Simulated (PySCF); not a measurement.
Dipole response of O⁻ (oxygen, charge -1)

[He] 2s2 2p5, 2P determinant. Calculation: PySCF 2.14, in aug-cc-pV5Z; no relativity, point nucleus. Coupled (time-dependent) response in atomic units; α is the mean over directions.

```tsv
method	mean α (bohr³)	α xx, yy, zz	C₆ (like pair)	S(−4)
LC-wPBE	18.82	13.23, 21.61, 21.61	97.18	245.2
```

S(−4) is the Cauchy moment in α(ω) = α(0) + S(−4) ω² + …

α(iu) at LC-wPBE:

| u (hartree) | α(iu) (bohr³) |
| --- | --- |
| 0 | 18.82 |
| 0.0500 | 18.24 |
| 0.100 | 16.81 |
| 0.200 | 13.44 |
| 0.300 | 10.67 |
| 0.500 | 6.998 |
| 0.750 | 4.479 |
| 1.00 | 3.102 |
| 1.50 | 1.754 |
| 2.00 | 1.136 |
| 3.00 | 0.5934 |
| 5.00 | 0.2478 |

A single London oscillator, α(iu) = α/(1 + u²/ω²), gives C₆ = (3/4) ω α². Matching the computed C₆ needs ω = 4 × 97.18 / (3 × 18.82²) = 0.366 hartree.

For an ion, C₆ is the dispersion term alone; charge-induced terms of lower order in 1/R come first.

The components differ because the open shell of this determinant is not spherical; for a pure term their mean is the scalar polarisability.
